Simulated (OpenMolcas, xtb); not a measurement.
# InNH3Cl (SMILES [NH2][InH][Cl]): the HOMO–LUMO gap, rung by rung

The species is InNH3Cl (6 atoms), meant as a singlet with charge 0. As SMILES, `[NH2][InH][Cl]`. The coordinates come from a PBE0-D4/def2-TZVP relaxation.

Quantity: the HOMO–LUMO gap, in eV. The values are calculated.

```json
{"level": "GFN1-xTB", "kind": "semi-empirical", "program": "xtb", "value (eV)": "4.68", "CPU time": "under 2 s"}
{"level": "HF/def2-SVPD (core potential)", "kind": "Hartree–Fock", "program": "OpenMolcas", "value (eV)": "11.95", "CPU time": "21 s"}
{"level": "SVWN5/def2-SVPD (core potential)", "kind": "LDA", "program": "OpenMolcas", "value (eV)": "4.19", "CPU time": "38 s"}
{"level": "BLYP/def2-SVPD (core potential)", "kind": "GGA", "program": "OpenMolcas", "value (eV)": "4.15", "CPU time": "47 s"}
{"level": "revPBE/def2-SVPD (core potential)", "kind": "GGA", "program": "OpenMolcas", "value (eV)": "4.26", "CPU time": "44 s"}
{"level": "M06-L/def2-SVPD (core potential)", "kind": "meta-GGA", "program": "OpenMolcas", "value (eV)": "4.76", "CPU time": "93 s"}
{"level": "r2SCAN/def2-SVPD (core potential)", "kind": "meta-GGA", "program": "OpenMolcas", "value (eV)": "4.78", "CPU time": "76 s"}
{"level": "PBE0/def2-SVPD (core potential)", "kind": "global hybrid", "program": "OpenMolcas", "value (eV)": "6.29", "CPU time": "71 s"}
{"level": "B2PLYP/def2-SVPD (core potential)", "kind": "double hybrid", "program": "OpenMolcas", "value (eV)": "8.39", "CPU time": "54 s"}
```

The values span 4.15 to 11.95 eV. Orbital gaps aren't excitation energies, and those of double hybrids come from the SCF part alone; they tend to grow with the share of exact exchange. Times are those of the runs behind each value, whatever else they computed, on shared processors of several kinds: orders of magnitude only.
